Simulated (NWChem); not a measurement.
System: C2H6Mg; SMILES [CH3][Mg][CH3]

The following NWChem deck was run.

```
start job
memory heap 200 mb stack 900 mb global 1100 mb
geometry units angstroms noautoz
  Mg     0.000000     0.000000    -0.415094
  C      2.099246    -0.000526    -0.415049
  H      2.515601    -0.340562     0.549480
  H      2.514825     1.005193    -0.602587
  H      2.515812    -0.665417    -1.192021
  C     -2.099246     0.000526    -0.415049
  H     -2.514825    -1.005193    -0.602587
  H     -2.515812     0.665417    -1.192021
  H     -2.515601     0.340562     0.549480
end
basis spherical
  * library 6-31g*
end
dft
  xc xtpss03 ctpss03
  iterations 200
  convergence nolevelshifting
end
task dft gradient
```

Excerpt of the output:

```
             Northwest Computational Chemistry Package (NWChem) 7.3.0
             --------------------------------------------------------

 D3  symmetry detected

                             Geometry "geometry" -> ""
                             -------------------------

 Output coordinates in angstroms (scale by  1.889725989 to convert to a.u.)

  No.       Tag          Charge          X              Y              Z
 ---- ---------------- ---------- -------------- -------------- --------------
    1 Mg                  12.0000     0.00000000     0.00000000     0.00000000
    2 C                    6.0000     0.00000000    -0.00000000     2.09924607
    3 H                    1.0000    -0.44139013    -0.92265395     2.51541266
    4 H                    1.0000    -0.57834670     0.84358204     2.51541266
    5 H                    1.0000     1.01973683     0.07907191     2.51541266
    6 C                    6.0000    -0.00000000     0.00000000    -2.09924607
    7 H                    1.0000     0.84358204    -0.57834670    -2.51541266
    8 H                    1.0000     0.07907191     1.01973683    -2.51541266
    9 H                    1.0000    -0.92265395    -0.44139013    -2.51541266

 Effective nuclear repulsion energy (a.u.)      78.8540253016

      Symmetry information
      --------------------

 Group name             D3
 Group number             12
 Group order               6
 No. of unique centers     3

                                 NWChem DFT Module
                                 -----------------

 Summary of "ao basis" -> "ao basis" (spherical)
 ------------------------------------------------------------------------------
       Tag                 Description            Shells   Functions and Types
 ---------------- ------------------------------  ------  ---------------------
 Mg                          6-31g*                  8       18   4s3p1d
 C                           6-31g*                  6       14   3s2p1d
 H                           6-31g*                  2        2   2s

      Symmetry analysis of basis
      --------------------------

        a1         13
        a2         11
        e          34

  Rotation of axis

            General Information
            -------------------
          SCF calculation type: DFT
          Wavefunction type:  closed shell.
          No. of atoms     :     9
          No. of electrons :    30
           Alpha electrons :    15
            Beta electrons :    15
          Charge           :     0
          Spin multiplicity:     1
          Use of symmetry is: on ; symmetry adaption is: on
          Maximum number of iterations: 200
          AO basis - number of functions:    58
                     number of shells:    32
          Convergence on energy requested:  1.00D-06
          Convergence on density requested:  1.00D-05
          Convergence on gradient requested:  5.00D-04

              XC Information
              --------------
                  TPSS metaGGA Exchange Functional  1.000
             TPSS03 metaGGA Correlation Functional  1.000

             Grid Information
             ----------------
          Grid used for XC integration:  medium
          Radial quadrature: Mura-Knowles
          Angular quadrature: Lebedev.
          Tag              B.-S. Rad. Rad. Pts. Rad. Cut. Ang. Pts.
          ---              ---------- --------- --------- ---------
          Mg                  1.50       88           8.0       590
          C                   0.70       49          11.0       434
          H                   0.35       45          12.0       434
          Grid pruning is: on
          Number of quadrature shells:   182
          Spatial weights used:  Erf1

      Superposition of Atomic Density Guess
      -------------------------------------

 Sum of atomic energies:        -277.90512282

      Non-variational initial energy
      ------------------------------

 Total energy =    -279.052543
 1-e energy   =    -539.372730
 2-e energy   =     181.466162
 HOMO         =      -0.283473
 LUMO         =      -0.038050

      Symmetry analysis of molecular orbitals - initial
      -------------------------------------------------

  Numbering of irreducible representations:

     1 a1          2 a2          3 e

  Orbital symmetries:

     1 a1          2 a1          3 a2          4 a1          5 a2
     6 e           7 e           8 a1          9 a2         10 e
    11 e          12 e          13 e          14 a1         15 a2
    16 a1         17 e          18 e          19 a2         20 a1
    21 e          22 e          23 e          24 e          25 a1

[...]

                         DFT ENERGY GRADIENTS

    atom               coordinates                        gradient
                 x          y          z           x          y          z
   1 Mg      0.000000   0.000000   0.000000   -0.000000  -0.000000  -0.000000
   2 C       0.000000  -0.000000   3.967000    0.000000   0.000000  -0.002884
   3 H      -0.834106  -1.743563   4.753441   -0.000512  -0.001076   0.000049
   4 H      -1.092917   1.594139   4.753441   -0.000675   0.000982   0.000049
   5 H       1.927023   0.149424   4.753441    0.001188   0.000094   0.000049
   6 C      -0.000000   0.000000  -3.967000   -0.000000   0.000000   0.002884
   7 H       1.594139  -1.092917  -4.753441    0.000982  -0.000675  -0.000049
   8 H       0.149424   1.927023  -4.753441    0.000094   0.001188  -0.000049
   9 H      -1.743563  -0.834106  -4.753441   -0.001076  -0.000512  -0.000049
```

Level: TPSS/6-31G* (spherical d). Geometry: optimised at PBE0/def2-SVP.
